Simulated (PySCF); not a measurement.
PySCF 2.14 output of an unrestricted LDA calculation on a single atom or ion in ANO-RCC-VTZP (6s5p3d2f1g, 59 functions), with the spin-free X2C one-electron Hamiltonian (Gaussian nucleus):

```
SCF conv_tol = 1e-09
number electrons alpha = 15  beta = 10
    P. A. M. Dirac.,  Math. Proc. Cambridge Philos. Soc. 26, 376 (1930)
    F. Bloch.,  Z. Phys. 57, 545 (1929)
    S. H. Vosko, L. Wilk, and M. Nusair.,  Can. J. Phys. 58, 1200 (1980)
cycle= 1 E= -1155.78258573661  delta_E= -0.0183  |g|= 0.0493  |ddm|= 0.204
cycle= 2 E= -1155.78263182655  delta_E= -4.61e-05  |g|= 0.0437  |ddm|= 0.0283
cycle= 3 E= -1155.78295763261  delta_E= -0.000326  |g|= 0.00644  |ddm|= 0.0174
cycle= 4 E= -1155.78296787838  delta_E= -1.02e-05  |g|= 0.000131  |ddm|= 0.00393
cycle= 5 E= -1155.7829678867  delta_E= -8.32e-09  |g|= 3.15e-05  |ddm|= 0.000174
cycle= 6 E= -1155.78296788706  delta_E= -3.54e-10  |g|= 2.72e-06  |ddm|= 2.91e-05
converged SCF energy = -1155.78296788706  <S^2> = 8.7567799  2S+1 = 6.0022595
```

The run itself started from symmetry-adapted Hartree-Fock orbitals and held the occupation by maximum overlap, on a logarithmic radial grid, so the iterations belong to that start.

Which element, charge and spin multiplicity is this?

Mn (manganese, neutral), multiplicity 6; the state was [Ar] 3d4 4s2 4p1, one real determinant (an excited configuration).

⟨L²⟩ = 8.01 against 12 for a pure F term, so this real determinant mixes terms.
